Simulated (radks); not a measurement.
Valence configurations of neutral ruthenium (all share [Kr]). All-electron calculation, Dirac Kohn-Sham, PBE, spin-unpolarised, spherical densities, finite nucleus; open shells are shared between the two j in proportion to 2j + 1; Fermi nuclear charge, rms radius 4.4809 fm. Program: a radial shooting solver on a logarithmic mesh with Libxc functionals. Energies are relative to 4d7 5s1; eigenvalues in eV.

valence      E (eV)  e(4d3/2)  e(4d5/2)  e(5p1/2)  e(5p3/2)  e(5s1/2)
4d7 5s1       0.000    -5.398    -5.077         -         -    -4.240
4d6 5s1 5p1   5.649    -9.367    -9.010    -2.212    -2.046    -6.173
4d6 5s2       1.701    -7.882    -7.531         -         -    -5.187
4d8          -0.334    -3.333    -3.039         -         -         -
4d7 5p1       3.458    -6.961    -6.634    -1.806    -1.682         -
4d6 5p2       9.825   -10.653   -10.291    -2.832    -2.645         -
4d6.5 5s1.5   0.660    -6.596    -6.260         -         -    -4.706
4d7.5 5s0.5  -0.318    -4.304    -3.997         -         -    -3.800
4d7.5 5p0.5   1.255    -5.156    -4.845    -1.250    -1.157         -
4d5 5p3      18.981   -14.470   -14.074    -3.788    -3.538         -

NIST lists [Kr] 4d7 5s1 as the ground configuration; this level of theory puts 4d8 lower, by 0.334 eV. The energies are those of spherical spin-averaged densities, not of single terms.
